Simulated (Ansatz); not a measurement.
Cartesian coordinates in Å:
```
O -1.334 0.259 0.513
C -0.072 -0.179 0.319
F 0.537 -0.375 1.533
Cl -0.104 -1.871 -0.443
Zn 0.980 0.880 -0.985
H -1.812 -0.364 1.080
H 1.804 1.651 -2.018
```

Total charge 0; spin multiplicity 1.

Question: List the PBE0/def2-TZVPP orbital energies in eV (the Gaussian-basis code of Ansatz). (Best estimate.)

Answer: Ansatz gave: Occupied: -9459.68, -2767.31, -1153.22, -1015.56, -1015.56, -1015.48, -674.36, -523.95, -282.95, -259.14, -197.46, -197.27, -197.26, -133.94, -89.76, -89.75, -89.59, -34.46, -30.20, -23.30, -18.77, -16.18, -15.50, -15.03, -15.02, -15.01, -14.84, -14.13, -13.93, -12.29, -11.19, -10.39, -9.63, -9.14, -8.79, -7.86. Lowest empty: -0.84, -0.74, -0.04, 0.84, 1.40, 2.38, 3.19, 4.07.
